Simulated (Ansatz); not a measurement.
## Ansatz (development build ahead of 0.2.0) run

```yaml
crystal:
  periodic: [false, false, false]
  atoms:
    - { symbol: Li, position_ang: [1.09992, -0.0065, 0.0059] }
    - { symbol: Li, position_ang: [-1.09699, 0.00622, -0.00132] }
    - { symbol: F, position_ang: [-0.0023, 1.29761, -0.00831] }
    - { symbol: F, position_ang: [-0.00316, -1.29233, -0.00949] }
basis:
  gaussian: { orbitals: STO-3G }
hamiltonian:
  xc: hf
correlation:
  method: mp2
  frozen_orbitals: { F: 1, Li: 0 }
```

The input is written out in the form of the current development build from the run's settings.

Results

| Property | Result |
| --- | --- |
| Converged | yes |
| Reference energy | -210.93380 hartree |
| Correlation energy | -0.08505 hartree |
| Total energy | -211.01885 hartree |
| Spin squared of the determinant | 0.000 |
